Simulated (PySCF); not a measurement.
F₃Sb, septet, geometry from GFN2-xTB of the parent state (a higher spin typed on purpose: for a closed-shell molecule this is an excited state) (all electrons, no relativity); B3LYP/STO-3G run with PySCF.

Here is a job for PySCF.
```python
from pyscf import gto, scf, dft

mol = gto.Mole()
mol.atom = '''
    Sb   -0.091853    0.056645    0.055832
    F    -1.714909   -1.439001   -0.075634
    F     0.778870    2.010737    0.642131
    F     1.456537   -0.892723   -0.882878
'''
mol.basis = 'sto-3g'
mol.charge = 0
mol.spin = 6
mol.verbose = 5
mol.build()

mf = dft.ROKS(mol)
mf.xc = 'b3lyp'
mf.kernel()
```

The log (banner, timings and long lists left out):

```
PySCF version 2.14.0

[INPUT] verbose = 5
[INPUT] max_memory = 4000
[INPUT] num. atoms = 4
[INPUT] num. electrons = 78
[INPUT] charge = 0
[INPUT] spin (= nelec alpha-beta = 2S) = 6
[INPUT] symmetry False subgroup None
[INPUT] Mole.unit = angstrom
[INPUT] Symbol           X                Y                Z      unit          X                Y                Z       unit  Magmom
[...]
[INPUT] ---------------- BASIS SET ----------------
[INPUT] l, kappa, [nprim/nctr], expnt,             c_1 c_2 ...
[INPUT] Sb
[...]
                                1017.676657       0.5353281423
                                275.4230189       0.4446345422
[...]
                                114.3749494       0.3995128261
                                37.19828336       0.7001154689
[...]
                                19.07114112       0.2175436044
                                7.358239131       0.9166769611
[...]
                                2.383366187       0.0576109534
                                1.049163663       1.115578745
[...]
                                0.3515585034      -0.1972567438
                                0.1552895732      1.375495512
[...]
                                114.3749494       0.6076837186
                                37.19828336       0.3919573931
[...]
                                19.07114112       0.5777664691
                                7.358239131       0.4846460366
[...]
                                2.383366187       0.5852047641
                                1.049163663       0.543944204
[...]
                                0.3515585034      0.629032369
                                0.1552895732      0.6662832743
[...]
                                19.07114112       0.6555473627
                                7.358239131       0.286573259
[...]
                                2.383366187       0.6686785577
                                1.049163663       0.3052468245
[INPUT] F
[...]
                                30.360812         0.53532814
                                8.2168207         0.44463454
[...]
                                1.5022812         0.39951283
                                0.4885885         0.70011547
[...]
                                1.5022812         0.60768372
                                0.4885885         0.39195739

nuclear repulsion = 373.806536317764
number of shells = 20
number of NR pGTOs = 126
number of NR cGTOs = 42
basis = sto-3g
ecp = {}

[...]
cycle= 40 E= -6547.85174811168  delta_E= 0.121  |g|= 0.284  |ddm|= 1.39
nelec by numeric integration = [42.00000474 35.99997749]
E1 = -9801.838931984294  E2 = 2880.1269415075644  Ecoul = 3078.2484675674823  Exc = -198.1215260599178
cycle= 41 E= -6547.90545415896  delta_E= -0.0537  |g|= 0.263  |ddm|= 0.691
nelec by numeric integration = [42.00000474 35.99997588]
E1 = -9801.938402366584  E2 = 2880.2631943174138  Ecoul = 3078.401142459912  Exc = -198.1379481424985
cycle= 42 E= -6547.86867173141  delta_E= 0.0368  |g|= 0.275  |ddm|= 0.759
nelec by numeric integration = [42.00000474 35.99997468]
E1 = -9801.981517377335  E2 = 2880.3218688518273  Ecoul = 3078.4750822359288  Exc = -198.15321338410132
cycle= 43 E= -6547.85311220774  delta_E= 0.0156  |g|= 0.27  |ddm|= 0.415
nelec by numeric integration = [42.00000474 35.99997542]
E1 = -9802.009037678903  E2 = 2880.359708354323  Ecoul = 3078.5098692118468  Exc = -198.15016085752364
cycle= 44 E= -6547.84279300682  delta_E= 0.0103  |g|= 0.278  |ddm|= 0.189
nelec by numeric integration = [42.00000474 35.99997599]
E1 = -9801.987867097108  E2 = 2880.341974578078  Ecoul = 3078.499343227641  Exc = -198.15736864956324
cycle= 45 E= -6547.83935620127  delta_E= 0.00344  |g|= 0.28  |ddm|= 0.303
nelec by numeric integration = [42.00000474 35.99997659]
E1 = -9801.93831079125  E2 = 2880.2664465298144  Ecoul = 3078.414094633859  Exc = -198.1476481040446
cycle= 46 E= -6547.86532794367  delta_E= -0.026  |g|= 0.274  |ddm|= 0.291
nelec by numeric integration = [42.00000474 35.99997982]
E1 = -9801.669275595003  E2 = 2879.8973638077478  Ecoul = 3077.9815656479636  Exc = -198.0842018402161
cycle= 47 E= -6547.96537546949  delta_E= -0.1  |g|= 0.203  |ddm|= 0.677
nelec by numeric integration = [42.00000474 36.00000281]
E1 = -9802.002683574001  E2 = 2881.0839758227303  Ecoul = 3079.2455184804166  Exc = -198.16154265768643
cycle= 48 E= -6547.11217143351  delta_E= 0.853  |g|= 0.654  |ddm|= 1.53
nelec by numeric integration = [42.00000474 35.9999894 ]
E1 = -9801.633921123122  E2 = 2880.022379901708  Ecoul = 3078.0917265292915  Exc = -198.0693466275835
cycle= 49 E= -6547.80500490365  delta_E= -0.693  |g|= 0.421  |ddm|= 1.09
nelec by numeric integration = [42.00000474 36.00001025]
E1 = -9799.99298799161  E2 = 2878.4392655321394  Ecoul = 3076.5174945662948  Exc = -198.0782290341554
cycle= 50 E= -6547.74718614171  delta_E= 0.0578  |g|= 0.486  |ddm|= 1.51
SCF not converged.
SCF energy = -6547.74718614171
```

The run did not converge; its last values are not results.
